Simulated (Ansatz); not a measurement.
`N[Si]O` + CH₃OH → `CO[Si]N` + H₂O  (ligand exchange at the Si–O bond)

Program: Ansatz. Geometries: PBE0-D4/def2-TZVP. ΔE: electronic, gas phase. CBS: MP2 limit from def2 TZ/QZ plus the TZ coupled-cluster correction, frozen cores. This one scheme is used for every species. Functionals use def2-TZVPP. One conformer a species, not always the lowest.

| level | ΔE (kJ/mol) | difference from CCSD(T)/CBS |
| --- | --- | --- |
| r2SCAN0-D4 | -8.6 | 2.4 |
| CAM-B3LYP-D4 | -7.8 | 3.2 |
| ωB97M-V | -7.1 | 3.9 |
| revPBE | -3.5 | 7.5 |
| BLYP | -3.2 | 7.8 |
| r2SCAN | -7.9 | 3.1 |
| LC-ωPBE | -6.5 | 4.5 |
| HF/def2-SVP | -4.4 | 6.6 |
| MP2/def2-TZVPP | -11.3 | -0.3 |
| MP2/CBS(def2) | -12.8 | -1.8 |
| CCSD(T)/CBS | -11.0 | 0 |

Largest T1 diagnostic among the species: 0.014.

Leaving LDA and LC-ωPBE aside and taking each functional with its dispersion term where it has one, the values, not all of them listed here, spread over 2.4 kJ/mol, from revPBE-D4 to B2PLYP. LDA lies −4.3 kJ/mol from PBE without D4. In def2-TZVPP, CCSD(T) changes the Hartree–Fock value by −6.7 kJ/mol (the triples alone add −1.4 kJ/mol) and MP2 by −8.5 kJ/mol.
